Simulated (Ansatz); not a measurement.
Cartesian coordinates in Å:
```
Al -1.8908 1.3495 1.2002
B -0.0254 0.6401 0.3977
O 0.0091 -0.5131 -0.3174
Si 1.2623 -1.3152 -1.0556
H -2.8378 2.3325 0.3738
H -2.3794 0.9454 2.6645
H 1.0313 1.2214 0.5472
H 2.5302 -0.5693 -0.8522
H 1.3530 -2.6686 -0.4583
H 0.9475 -1.4227 -2.5000
```

Charge 0, multiplicity 1.

List the CAM-B3LYP/def2-TZVPP orbital energies in eV (Ansatz 0.2.0). (Best estimate.)

Ansatz gave: Occupied: -1801.75, -1526.00, -523.11, -186.32, -146.25, -114.07, -101.62, -101.55, -101.55, -74.83, -74.59, -74.57, -30.08, -18.27, -15.52, -13.89, -13.30, -13.23, -11.89, -11.01, -10.96, -9.66, -8.19. Lowest empty: -0.64, -0.06, 1.13, 2.06, 2.37, 2.46, 2.53, 2.68.
